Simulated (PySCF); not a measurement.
Basis and Hamiltonian dependence of the ionisation energy of Ca⁺

Ca⁺ [Ar] 4s1 (2S) → Ca²⁺ [Ar] (1S). All values are computed (PySCF 2.14, energy differences of UHF-based or UKS calculations, no spin-orbit coupling). Values in eV.

| basis | Hamiltonian | functions | UHF | PBE | PBE0 | CCSD(T) (valence and next inner shell) |
| --- | --- | --- | --- | --- | --- | --- |
| x2c-SVPall | spin-free X2C | 24 | 11.308 | n/a | n/a | n/a |
| def2-SVP | non-relativistic | 24 | 11.262 | 11.913 | 11.808 | n/a |
| cc-pVDZ-X2C | spin-free X2C | 27 | 11.348 | n/a | 11.882 | n/a |
| def2-TZVPPD | non-relativistic | 36 | 11.315 | 11.974 | 11.865 | n/a |
| x2c-TZVPall | spin-free X2C | 36 | 11.359 | 12.021 | n/a | n/a |
| x2c-TZVPPall | spin-free X2C | 36 | 11.359 | 12.021 | 11.912 | 11.763 |
| ANO-RCC-VTZP | spin-free X2C | 38 | 11.356 | 12.021 | 11.910 | 11.722 |
| x2c-TZVPPall with one added diffuse shell each of s, p, d type | spin-free X2C | 45 | 11.359 | 12.022 | 11.913 | 11.764 |
| aug-pcseg-3 | non-relativistic | 65 | 11.310 | n/a | n/a | n/a |
| def2-QZVPPD | non-relativistic | 70 | 11.314 | 11.986 | 11.872 | 11.785 |
| x2c-QZVPPall | spin-free X2C | 73 | 11.357 | 12.032 | 11.918 | 11.840 |
| aug-cc-pwCVTZ-X2C | spin-free X2C | 84 | 11.357 | 12.035 | 11.920 | 11.832 |
| aug-cc-pVQZ-X2C | spin-free X2C | 93 | 11.358 | 12.040 | 11.925 | n/a |
| aug-cc-pwCVQZ-X2C | spin-free X2C | 150 | 11.357 | 12.032 | 11.918 | n/a |

Frozen in the all-electron rows: valence: [Ar]; valence and next inner shell: [Ne].

Non-relativistic rows lack the scalar-relativistic shift.

Reference for a calculation without spin-orbit coupling: 11.872 eV (measured, between term centres; NIST).
